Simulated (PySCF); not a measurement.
## Identify the compound

The spectra below were simulated for a compound C$_{4}$H$_{9}$F$_{3}$OSi.

¹H NMR (400 MHz, computed): δ 4.84 (m, 2H), 4.09 (sept, 1H), 1.34 (d, 6H).

¹³C{¹H} NMR (computed): δ 137.2 (C), 71.2 (CH), 26.5 (CH3).

- structure optimised with GFN2-xTB
- NMR shieldings at PBE0/pcSseg-1/GIAO
- run in PySCF 2.14.0 with density-fitted response routines
- a single conformation, averaged over atoms made equivalent by symmetry, fast rotation or ring inversion, no solvent model, non-relativistic Hamiltonian

Referencing at the same level of theory: ¹H (σref 31.72), ¹³C (σref 186.93) vs TMS.

Q: Deduce the structure.

A: 
Rings plus π bonds: 0. 3 carbon signals for 4 carbons: some carbons are equivalent by symmetry or fast rotation. Carbon types of the structure: 1 × C, 1 × CH, 2 × CH3, leaving 2 H on heteroatoms. δC 137.2: CF3 carbon; 3 electronegative neighbours deshield it. δC 71.2: sp3 CH bonded to O; the inductive effect lowers its shielding. δC 26.5: methyl carbon; a saturated carbon with 1 carbon neighbour and no heteroatom attached. δH 4.84: hydrogen on a silicon bonded to C, O. δH 4.09: hydrogen on an sp3 CH bonded to O; its carbon carries O, an electronegative neighbour. δH 1.34: hydrogen on a methyl carbon.

These data were computed for `InChI=1S/C4H9F3OSi/c1-3(2)8-9-4(5,6)7/h3H,9H2,1-2H3`.

The data come from this structure; uniqueness wasn't tested.

Splittings by ¹⁹F in the carbon and heteronuclear signals aren't shown, as no couplings were computed. Shifts are as computed. Against solution values, carbons near 30 ppm lie about +3 ppm off and those near 130 ppm about +5 ppm. Of 1309 compounds with measured shifts, 239 miss one by over three times the rms of a fit or turn the order of signals round; such compounds aren't used in these exercises. Multiplicities follow the n + 1 count of equivalent neighbours, as no J values were calculated; m marks all less simple cases, F and P coupling included.
